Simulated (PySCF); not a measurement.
# Ionisation energy of S(2+) by level of theory

S(2+) [Ne] 3s2 3p2 (3P) → S(3+) [Ne] 3s2 3p1 (2P), as a difference of total energies. Computed with PySCF 2.14 in ANO-RCC-VTZP (5s4p2d1f, 34 functions), with the spin-free X2C one-electron Hamiltonian (Gaussian nucleus). Correlated levels: valence and next inner shell: 1s2 frozen. The calculations carry no spin-orbit coupling.

| method | ionisation energy (eV) |
| --- | --- |
| UHF | 34.155 |
| MP2 (valence and next inner shell) | 34.620 |
| SCS-MP2 (valence and next inner shell) | 34.527 |
| CCSD (valence and next inner shell) | 34.662 |
| CCSD(T) (valence and next inner shell) | 34.692 |

Q: How much does correlation contribute at CCSD(T) (valence and next inner shell)?

A: 34.692 − (34.155) = 0.537 eV, measured against UHF.

A first-order spin-orbit estimate (lowest level to lowest level, LS coupling) adds -0.009 eV.

Errors of the correlated levels include the incompleteness of this basis and the frozen core.

For comparison: 34.86 ± 0.04 eV (semi-empirical (NIST evaluation); NIST Atomic Spectra Database, ionization energies).
